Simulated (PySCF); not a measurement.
Atoms are numbered as in `[CH3:1][CH2:2][C:3](=[O:4])/[C:5](=[CH:6]\[F:7])[O:8][SiH2:9][F:10]` (H(Xn): hydrogen on atom n).

Method: coordinates at the GFN2-xTB level, shieldings: GIAO PBE0/pcSseg-1, in PySCF (non-relativistic Hamiltonian, averaged over atoms made equivalent by symmetry, fast rotation or ring inversion, a single conformation, gas phase).

Chemical shifts δ = σref − σ; 13C (σ = 186.93 ppm), 1H (σ = 31.72 ppm), 29Si (σ = 349.16 ppm) vs TMS; 17O (σ = 336.08 ppm) against H2O; CFCl3 for 19F (σ = 170.95 ppm), all at this level.

```
 atoms  nucleus  count  Hirshfeld charge  δ (ppm)
    F7      19F      1             -0.05   -147.5
   F10      19F      1             -0.21        ?
 H(C2)       1H      2              0.05     2.89
    C2      13C      1             -0.08     39.0
    C1      13C      1             -0.12      9.0
H(Si9)       1H      2             -0.09     5.17
    O8      17O      1             -0.19    100.6
    C3      13C      1              0.17        ?
    C5      13C      1              0.04    146.5
 H(C1)       1H      3              0.04        ?
 H(C6)       1H      1              0.07     7.99
    O4      17O      1             -0.16        ?
    C6      13C      1              0.04    162.3
   Si9     29Si      1              0.44    -35.1
```

Task: Complete the table.

Result: 
- C3: 203.5 ppm, ketone carbonyl carbon; the double bond to the heteroatom, with no lone-pair donor beside it, deshields it most
- H(C1): 1.30 ppm, hydrogen on a methyl carbon
- O4: 585.5 ppm, ketone oxygen
- F10: -170.3 ppm, fluorine bonded to Si

Shifts are as computed. Against solution values, carbons near 30 ppm lie about +3 ppm off and those near 130 ppm about +5 ppm. Of 1309 compounds with measured shifts, 239 miss one by over three times the rms of a fit or turn the order of signals round; such compounds aren't used in these exercises. Unscaled 19F shifts against computed CFCl3 carry errors that often reach 10 to 50 ppm. Unscaled 17O shifts of doubly bonded oxygen tend to come out too high, by tens of ppm or more. Experimental scales use liquid or dissolved standards, which lie at an offset from isolated H2O (liquid H2O: subtract about 36 ppm).
